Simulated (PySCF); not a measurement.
C7H15B.
Cartesian coordinates in Å at the PBE0-D3(BJ)/def2-SVP level; atoms count from 1:
```xyz
23
C7H15B angstrom
C      2.8052   -1.4507    0.8290
B      1.7373   -0.4238    0.3003
C      1.9473    0.3181   -1.0663
C      0.4368   -0.1577    1.1683
C     -0.5680    0.8122    0.6406
C     -1.7032    0.5469   -0.0276
C     -2.5896    1.6509   -0.5257
C     -2.1880   -0.8381   -0.3389
H      2.7569   -2.3401    0.1718
H      3.8325   -1.0664    0.7120
H      2.6619   -1.7926    1.8650
H      2.1346    1.3839   -0.8315
H      2.7885   -0.0438   -1.6754
H      1.0224    0.3250   -1.6663
H     -0.0047   -1.1531    1.3652
H      0.7994    0.1641    2.1646
H     -0.3208    1.8719    0.7861
H     -3.5932    1.5909   -0.0692
H     -2.7410    1.5795   -1.6170
H     -2.1726    2.6437   -0.3036
H     -2.2071   -1.0086   -1.4296
H     -3.2243   -0.9789    0.0134
H     -1.5679   -1.6248    0.1104
```

The closed-shell ground state was solved at several levels (PySCF, density fitting, gas phase, non-relativistic).

| level | basis functions | total energy (Eh) | HOMO (eV) | LUMO (eV) | gap (eV) | dipole (D) |
| --- | --- | --- | --- | --- | --- | --- |
| wB97X-D/def2-SVPD | 280 | -300.3303 | -8.17 | 1.70 | 9.87 | 0.21 |
| PBE0/pcSseg-1 | 211 | -300.2073 | -6.35 | -0.21 | 6.14 | 0.24 |

Task: Estimate the row for wB97X-D/pcSseg-1, a basis of 211 functions; the other rows only guide the guess.

Result: Total energy -300.4924 Eh, HOMO -8.17 eV, LUMO 1.69 eV, gap 9.86 eV, dipole 0.23 D.

Task: How far do the dipole and the HOMO energy spread over the levels?

Result: The dipole runs from 0.21 to 0.24 D (mean 0.23 D) and the HOMO from -8.17 to -6.35 eV.

One conformer stands for the species.

Note: wB97X-D ran without an empirical dispersion term, which enters the total energy and its gradient alone.
